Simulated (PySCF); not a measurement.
## Excitation energy of Ta⁺ by level of theory

Ta⁺ [Xe] 4f14 5d3 6s1 (5F) → Ta⁺ [Xe] 4f14 5d2 6s2 (3F), as a difference of total energies. All numbers are calculated (PySCF 2.14, scalar relativity by spin-free X2C-1e, in x2c-TZVPPall with one added diffuse shell each of s, p, d, f type (12s8p8d4f1g, 113 functions)). Correlated levels: valence: [Xe] 4f14 frozen. The calculations carry no spin-orbit coupling.

```
           method  excitation energy (eV)
              UHF                   1.475
    MP2 (valence)                   0.820
SCS-MP2 (valence)                   0.367
   CCSD (valence)                   0.619
CCSD(T) (valence)                   0.540
```

Errors of the correlated levels include the incompleteness of this basis and the frozen core.

Problem. Which method comes closest to the reference value, and which is furthest?

Solution. The reference is 0.428 eV (measured; NIST levels, between the centres of gravity of the two terms). Closest: SCS-MP2 (valence) (error -0.061 eV); furthest: UHF (error 1.047 eV).
